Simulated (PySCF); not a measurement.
SMILES CC(C)OC(=O)C(C)C at its GFN2-xTB optimised geometry (Å):

```
23

C     -2.6677     0.0747    -3.3043
C     -2.3240    -0.4876    -1.9289
C     -2.7687    -1.9339    -1.7690
O     -0.8982    -0.4590    -1.7406
C     -0.3536     0.6759    -1.3015
O     -0.9793     1.6656    -1.0240
C      1.1591     0.5553    -1.2330
C      1.6885     1.2806     0.0000
C      1.7228     1.1672    -2.5191
H     -3.7427     0.0458    -3.4572
H     -2.3308     1.1060    -3.3779
H     -2.1811    -0.5134    -4.0795
H     -2.7757     0.1445    -1.1531
H     -3.8470    -2.0021    -1.8795
H     -2.2928    -2.5525    -2.5255
H     -2.4891    -2.3083    -0.7878
H      1.4143    -0.5073    -1.1957
H      1.3391     0.7973     0.9096
H      1.3337     2.3083     0.0000
H      2.7757     1.2806     0.0000
H      1.3456     0.6393    -3.3922
H      2.8086     1.1048    -2.5172
H      1.4331     2.2132    -2.5903
```

Level of theory: PBE0/def2-SVP (PySCF). Cells within 0.4 Å of a nucleus heavier than hydrogen are left out (blank, or x).

Map of the log10 of the electron density (e/bohr³), floored at −4 on the plane z = 0.0 Å:

```
|000000000000000000000000000|
|000000000000000000000000000|
|000000000000000000000000000|
|000000000000000111100000000|
|000000000000002333321000000|
|000000000122223556542100000|
|000000002344435688754320000|
|000000024556545799865532000|
|000000134666655799987653100|
|00000013567765579xx99864200|
|00001123456665679xx99864200|
|000022334455556789988753100|
|000123433345555678776542100|
|000133433334444566654321000|
|000123332233334455432210000|
|000122332233323344321000000|
|000123333222211233210000000|
|001234443211000111100000000|
|001234554310000000000000000|
|001235555310000000000000000|
|000234554310000000000000000|
|000123443200000000000000000|
|000012222100000000000000000|
|000000000000000000000000000|
|000000000000000000000000000|
|000000000000000000000000000|
|000000000000000000000000000|
```
Scale: ten equal steps from -4.00 (start of '0') to -0.531 (end of '9'), in the order '0123456789'; x runs from -5.00 to 5.00, y from -5.00 (bottom) to 5.00 (top).
